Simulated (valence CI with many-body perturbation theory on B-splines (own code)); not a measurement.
## Energy levels of Bi2+

Computed by valence CI with perturbative core correlation (CI+MBPT): three valence electrons over a frozen Dirac-Fock core [Xe] 4f14 5d10, radial functions for each j: 11 s, 11 p, 9 d, 7 f, 5 g, 2 h, 1 i, with the one-electron correlation potential Σ1, the two-electron term Σ2, the three-electron term Σ3, Breit, model QED; selected CI, second order for the rest, scaled by the run's own slope (own B-spline code, finite nucleus).

Against 20 measured levels this calculation errs by 486 cm⁻¹ on average and by 1325 at most. These come from a selection out of Moore, Atomic Energy Levels, vol. III, NSRDS-NBS 35 (1971 reprint of NBS Circular 467, 1958), an old analysis. Levels without a partner in it may be off by more. The list stops below the first excitations out of the core.

Levels 1 to 22 of 22, with energies above the lowest level, 6s²6p ²P°_1/2. "Leading %" is the weight of the configuration and term that name the level; weights of strongly mixed levels are sums over their largest components and can fall short. Lifetimes count E1, E2, E3, M1 and M2 decay at the calculated energies, and are blank where another channel may lead or the interval is too uncertain; long ones can be off by a factor of two.

| No. | Configuration | Term | J | E (eV) | Leading % | g | Lifetime | Second component |
| --- | --- | --- | --- | --- | --- | --- | --- | --- |
| 1 | 6s²6p | ²P° | 1/2 | 0.000 | 98 | 0.666 |  |  |
| 2 | 6s²6p | ²P° | 3/2 | 2.617 | 97 | 1.334 | 11.4 ms |  |
| 3 | 6s6p² | ⁴P | 1/2 | 8.644 | 85 | 2.538 | 9.25 ns | 12 % 6s6p² ²S |
| 4 | 6s6p² | ⁴P | 3/2 | 10.256 | 94 | 1.700 | 132 ns |  |
| 5 | 6s6p² | ⁴P | 5/2 | 11.051 | 60 | 1.443 | 151 ns | 31 % 6s6p² ²D |
| 6 | 6s²7s | ²S | 1/2 | 11.864 | 96 | 1.999 | 413 ps |  |
| 7 | 6s6p² | ²D | 3/2 | 11.953 | 47 | 0.848 | 5.36 ns | 43 % 6s²6d ²D |
| 8 | 6s²6d | ²D | 5/2 | 12.762 | 66 | 1.296 | 1.02 ns | 23 % 6s6p² ⁴P |
| 9 | 6s6p² | ²P | 1/2 | 13.493 | 70 | 1.097 | 185 ps | 18 % 6s6p² ²S |
| 10 | 6s²6d | ²D | 3/2 | 13.546 | 52 | 0.856 | 155 ps | 33 % 6s6p² ²D |
| 11 | 6s6p² | ²D | 5/2 | 14.502 | 56 | 1.263 | 284 ps | 24 % 6s²6d ²D |
| 12 | 6s²7p | ²P° | 1/2 | 14.546 | 96 | 0.666 | 5.18 ns |  |
| 13 | 6s²7p | ²P° | 3/2 | 15.177 | 96 | 1.334 | 3.02 ns |  |
| 14 | 6s6p² | ²S | 1/2 | 16.305 | 68 | 1.709 | 264 ps | 23 % 6s6p² ²P |
| 15 | 6s6p² | ²P | 3/2 | 16.402 | 81 | 1.262 | 141 ps | 12 % 6s6p² ²D |
| 16 | 5f6s² | ²F° | 7/2 | 17.097 | 95 | 1.143 | 2.02 ns |  |
| 17 | 5f6s² | ²F° | 5/2 | 17.109 | 95 | 0.857 | 1.89 ns |  |
| 18 | 6s²8s | ²S | 1/2 | 17.939 | 96 | 1.999 | 671 ps |  |
| 19 | 6s²7d | ²D | 3/2 | 18.527 | 95 | 0.801 | 626 ps |  |
| 20 | 6s²7d | ²D | 5/2 | 18.612 | 96 | 1.201 | 860 ps |  |
| 21 | 6s²8p | ²P° | 1/2 | 19.055 | 95 | 0.669 | 12.0 ns |  |
| 22 | 6s²8p | ²P° | 3/2 | 19.326 | 95 | 1.335 | 8.02 ns |  |

Names give the largest LS component (configuration and term), which can be under half, so a name can repeat, a term be missing and a line seem to break the LS rules; names also repeat where a configuration has a term twice.

The ionisation energy to 6s² ¹S0 of the next ion comes out as 25.564 eV (NIST: 25.5708 eV (measured)). All 22 levels together are meant to be complete up to 19.917 eV.
